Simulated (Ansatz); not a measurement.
Consider the atomization: `F[CH2][GeH2][SH]` → C• + F• + Ge• + 5 H• + S•.

Calculated with Ansatz (gas phase, PBE0-D4/def2-TZVP geometries, no zero-point term in ΔE). CCSD(T)/CBS is the MP2 limit (def2-TZVPP, def2-QZVPP) plus CCSD(T) − MP2 in def2-TZVPP, frozen cores. This one scheme is used for every species, atoms too. Functionals use def2-TZVPP. Open shells (•) are unrestricted, without spin–orbit coupling. Spin–orbit coupling would lower the free atoms: a little for C, F, S; clearly for Ge. For Ge outer-core shells are correlated without core-valence functions, so the limit isn't a true one: a few kJ/mol of doubt a bond, and 10 to 20 or more in all where bonds break to atoms. Scalar relativity is left out up to krypton. One conformer a species, not always the lowest.

```csv
level,ΔE (kJ/mol),difference from CCSD(T)/CBS
PBE-D4,2878.4,29.9
r2SCAN-D4,2850.4,1.9
PBE0-D4,2830.2,-18.3
ωB97X-V,2860.5,12.0
r2SCAN,2846.2,-2.3
HF/def2-TZVPP,2026.1,-822.4
MP2/def2-TZVPP,2804.8,-43.7
CCSD/def2-TZVPP,2738.0,-110.5
MP2/CBS(def2),2872.1,23.6
CCSD/CBS(def2),2805.3,-43.2
CCSD(T)/CBS,2848.5,0
```

Largest T1 diagnostic among the species: 0.011.

In def2-TZVPP, CCSD(T) changes the Hartree–Fock value by +755.2 kJ/mol (the triples alone add +43.2 kJ/mol) and MP2 by +778.7 kJ/mol; breaking electron pairs costs correlation energy, which Hartree–Fock lacks. From PBE to PBE0 (25 % exact exchange), in def2-TZVPP and without D4, ΔE moves by −45.6 kJ/mol: exact exchange takes away binding that semilocal exchange gives to molecules. The D4 term adds +28.6 kJ/mol with B3LYP and +15.0 kJ/mol with PBE0; it sums over pairs of atoms, weighted by their polarisabilities, and B3LYP, whose exchange is more repulsive, gets the larger term.

B3LYP here is the variant with VWN-RPA as its local correlation; programs differ in this.

For atomizations the MP2-based limit and the directly extrapolated one differ by several kJ/mol either way, and by 10 to 25 for some Ge, Se and Sn compounds, so smaller differences from it don't rank the levels.
